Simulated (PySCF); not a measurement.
Bi₂S, singlet: data card

Computed with PySCF, PBE0, basis S def2-TZVP, Bi def2-TZVP with ECP60 (scalar-relativistic core potentials, no spin–orbit coupling, density fitting).

The structure is a minimum.

```xyz
3
charge 0 multiplicity 1, angstrom
S     0.0000    0.0000   -1.7161
Bi    1.5921    0.0000    0.1314
Bi   -1.5921    0.0000    0.1314
```

- Point group: C2v
- Bond lengths: Bi–Bi 3.184 Å, S–Bi 2.439 Å (×2)
- Bond angles: Bi–Bi–S 49.2° (×2), Bi–S–Bi 81.5°
- Principal polarisabilities: 76.3, 94.4, 218.8 bohr³
- Zero-point energy: 4.6 kJ/mol
- Rotational constants: 0.1663, 0.01591, 0.01452 cm⁻¹
- Principal quadrupole moments (Buckingham, traceless) about the centre of mass: -5.52, -2.13, 7.65 D Å
- Dipole moment: 1.46 D
- Highest occupied level: -4.59 eV
- Heat capacity Cp at 298.15 K: 54.9 J/(mol K)
- Rotational symmetry number: 2
- Entropy at 298.15 K and 1 bar: 329.8 J/(mol K)
- Enthalpy at 298.15 K above 0 K: 13.83 kJ/mol
- Lowest empty level: -3.64 eV
- Atomisation energy without zero-point energy: 416 kJ/mol

Harmonic modes (masses in u: S 31.972, Bi 208.980):
```tsv
symmetry	ω (cm⁻¹)	IR (km/mol)
a1	109	0.2
b2	280	42.5
a1	381	14.7
```

In C2v the vibrations span 2a1 + b2. Here b1 is antisymmetric to the molecular plane and b2 lies in it.

Charges (e):
| atom | Mulliken | Löwdin | polar tensor | Mayer order to S1 |
| --- | --- | --- | --- | --- |
| S1 | -0.34 | 0.03 | 0.08 | – |
| Bi2,3 | 0.17 | -0.01 | -0.04 | 1.26 |
Other Mayer orders above 0.3: Bi–Bi 1.54.

Mulliken populations on S1: s 5.93, p 10.30, d 0.11, f 0.01.

Outer orbital energies (eV). occupied: -20.41, -15.71, -15.35, -8.98, -8.80, -8.48, -6.14, -4.59; empty: -3.64, -2.32, -1.15, -0.81.

Only a few start shapes were tried, so a lower isomer may exist. The small gap makes a closed-shell description doubtful. Spin–orbit coupling, left out here, can matter for elements this heavy.

The final relaxation and frequency run took roughly 120 core-seconds on a shared host.
